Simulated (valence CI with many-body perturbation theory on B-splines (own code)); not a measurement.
# Questions on I XXXII

Method: valence CI with perturbative core correlation (CI+MBPT): four valence electrons over a frozen Dirac-Fock core [Ar], a basis of 7 s, 7 p, 8 d, 6 f, 4 g, 1 h functions for each j, with the one-electron correlation potential Σ1 (screened to all orders), the two-electron term Σ2, the three-electron term Σ3, Breit, model QED; selected single and double excitations, second order for the rest, scaled by the run's own slope (own B-spline code, finite nucleus).

The last digits are not significant, and no measured levels were compared; by estimate large intervals hold to a few tenths of a per cent, small ones and those within an open d or f shell to about a per cent. Only levels of the ground parity were solved; by the run's estimate the other parity begins above the list, which can be wrong where configurations are misplaced.

Levels are named by their leading jj configuration (3d3/2^4 stands for four electrons in 3d with j = 3/2), which in mixed levels can hold well under half, so a name can repeat and another be missing.

Rates and lifetimes use the calculated energies. Strong lines usually hold to 10 to 20 %, long lifetimes can be off by a factor of two.

Q: What is the ground level?

A: (3d3/2^4) J=0, composition 49 % 3d4 3P + 44 % 3d4 5D + 8 % 3d4 1S.

Q: Name the longest-lived excited levels whose lifetime is computed, and their main decay.

A: (3d3/2^3 3d5/2) J=4 at 134210 cm⁻¹ lives 31700 s, mostly by E2 to (3d3/2^3 3d5/2) J=2.

Q: How well does LS coupling describe the low levels?

A: Among the lowest 20 levels the leading LS term, summed over configurations, holds 55 % on average. For single configurations the figures are 55 % in LS and 80 % in jj coupling. Terms mix most in the J = 4 level at 134210 cm⁻¹, where the leading one holds 32 %.

Q: What is the ionisation energy?

A: 1911.8 eV; NIST lists 1911 ± 4 eV (theoretical).
